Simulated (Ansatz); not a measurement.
Ge5H3, relaxed as a doublet with UKS PBE0-D4/def2-SVP in Ansatz, starting from the GFN2-xTB geometry. Force threshold 0.02 eV/Å.

Another isomer (doublet) lies 0.15 eV lower at PBE0-D4/def2-TZVP; other spin states weren't run for this one.

Start:

```csv
atom,x (Å),y (Å),z (Å)
Ge1,-0.3708,0.9522,-1.1661
Ge2,0.0831,2.4097,0.9071
Ge3,-0.3221,-1.5025,0.6316
Ge4,1.5234,0.2874,0.6650
Ge5,1.4265,-0.7129,-1.5843
H6,-0.9134,1.3717,1.6916
H7,0.0347,-2.3451,-0.8140
H8,-1.4615,-0.4606,-0.3307
```

Question: Estimate the energy that the relaxation releases and the steps that it takes.

Answer: 0.74 eV, in 17 steps; 5 min on 4 threads of Intel Xeon on a shared host. The force fell under the threshold at step 16, but the optimiser went on. No frequencies were taken in this run, so the end may be a saddle point.

Question: Does the start keep its bonding?

Answer: Bonds formed: Ge1–H8 (atoms count from 1).

Question: Predict the relaxed structure.

Answer: 
```xyz
8

Ge   -0.5178    0.7346   -1.1546
Ge    0.1045    2.0418    0.8690
Ge   -0.4210   -1.5378    0.5342
Ge    1.5090    0.0752    0.6937
Ge    1.4281   -0.7993   -1.6493
H    -0.9242    2.0848    2.0462
H     0.3519   -2.1130   -0.9662
H    -1.5304   -0.4863   -0.3731
```
Bond lengths: 7 × Ge–Ge 2.42 to 2.83 Å; 4 × Ge–H 1.56 to 1.78 Å.
